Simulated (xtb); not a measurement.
H₂Ge, triplet, geometry from GFN2-xTB (the spin is typed, not shown lowest); GFN1-xTB run with xtb.

Here is a job for xtb.
```
$ xtb mol.xyz --gfn 1 --uhf 2 --ohess --json

# file mol.xyz
3

Ge     0.00156420     0.00038405     0.05289050
H     -0.06808960    -1.28693347    -0.83567441
H      0.01803519     1.27464401    -0.85682148
```

The log (banner, timings and long lists left out):

```
   ID    Z sym.   atoms
    1   32 Ge     1
    2    1 H      2, 3

           -------------------------------------------------
          |                Calculation Setup                |
           -------------------------------------------------

           -------------------------------------------------
          |                 G F N 1 - x T B                 |
           -------------------------------------------------

          ...................................................
          :                      SETUP                      :
          :.................................................:
          :  # basis functions                  14          :
          :  # atomic orbitals                  13          :
          :  # shells                            7          :
          :  # electrons                         6          :
          :  # halogen bonds                     0          :
          :  max. iterations                   250          :
          :  Hamiltonian                  GFN1-xTB          :
          :  restarted?                      false          :
          :  GBSA solvation                  false          :
          :  PC potential                    false          :
          :  electronic temp.          300.0000000     K    :
          :  accuracy                    1.0000000          :
          :  -> integral cutoff          0.2500000E+02      :
          :  -> integral neglect         0.1000000E-07      :
          :  -> SCF convergence          0.1000000E-05 Eh   :
          :  -> wf. convergence          0.2000000E-04 e    :
          :  Broyden damping             0.4000000          :
          :  net charge                          0          :
          :  unpaired electrons                  2          :
          ...................................................

 iter      E             dE          RMSdq      gap      omega  full diag
   1     -2.5593324 -0.255933E+01  0.443E+00    3.98       0.0  T
   2     -2.6099644 -0.506320E-01  0.140E+00    2.29       1.0  T
   3     -2.6103546 -0.390177E-03  0.629E-01    2.27       1.0  T
   4     -2.6104018 -0.472795E-04  0.115E-01    2.18       1.0  T
   5     -2.6104018  0.409945E-07  0.310E-02    2.18       1.9  T
   6     -2.6104019 -0.111748E-06  0.956E-04    2.18      60.4  T
   7     -2.6104019 -0.734605E-09  0.560E-05    2.18    1030.7  T
   8     -2.6104019 -0.421396E-11  0.442E-07    2.18  100000.0  T

[...]
         :: total energy              -2.602097953531 Eh    ::
 * total energy  :    -2.6020980 Eh     change        0.4440892E-15 Eh
 * total energy  :    -2.6027363 Eh     change       -0.6383013E-03 Eh
 * total energy  :    -2.6025129 Eh     change        0.2233812E-03 Eh
 * total energy  :    -2.6030789 Eh     change       -0.5660587E-03 Eh
 * total energy  :    -2.6030800 Eh     change       -0.1112714E-05 Eh
   *** GEOMETRY OPTIMIZATION CONVERGED AFTER 5 ITERATIONS ***
         :: total energy              -2.603080045034 Eh    ::
[...]
          :  rotational number                       2      :
          :  scaling factor                  1.0000000      :
          :  rotor cutoff                   50.0000000 cm⁻¹ :
          :  imag. cutoff                  -20.0000000 cm⁻¹ :
          :.................................................:

    mode    ω/cm⁻¹     T·S(HO)/kcal·mol⁻¹    T·S(FR)/kcal·mol⁻¹   T·S(vib)
   ------------------------------------------------------------------------
   ------------------------------------------------------------------------

   temp. (K)  partition function   enthalpy   heat capacity  entropy
                                   cal/mol     cal/K/mol   cal/K/mol   J/K/mol
 298.15  VIB   1.03                   56.810      0.738      0.241
         ROT   175.                  888.752      2.981     13.240
         INT   179.                  945.562      3.718     13.481
         TR   0.624E+27             1481.254      4.968     38.829
         TOT                        2426.8161     8.6866    52.3099   218.8646

       T/K    H(0)-H(T)+PV         H(T)/Eh          T*S/Eh         G(T)/Eh
   ------------------------------------------------------------------------
    298.15    0.386738E-02    0.145654E-01    0.248541E-01   -0.102887E-01
   ------------------------------------------------------------------------

         :::::::::::::::::::::::::::::::::::::::::::::::::::::
         ::                  THERMODYNAMIC                  ::
         :::::::::::::::::::::::::::::::::::::::::::::::::::::
         :: total free energy          -2.613368712194 Eh   ::
         ::.................................................::
         :: total energy               -2.603080045034 Eh   ::
         :: zero point energy           0.010698069851 Eh   ::
         :: G(RRHO) w/o ZPVE           -0.020986737011 Eh   ::
         :: G(RRHO) contrib.           -0.010288667160 Eh   ::
         :::::::::::::::::::::::::::::::::::::::::::::::::::::

optimized geometry written to: xtbopt.xyz

           -------------------------------------------------
          | TOTAL ENERGY               -2.603080045034 Eh   |
          | TOTAL ENTHALPY             -2.588514597544 Eh   |
          | TOTAL FREE ENERGY          -2.613368712194 Eh   |
          | GRADIENT NORM               0.000526492894 Eh/α |
          | HOMO-LUMO GAP               2.151367287963 eV   |
           -------------------------------------------------

normal termination of xtb
```
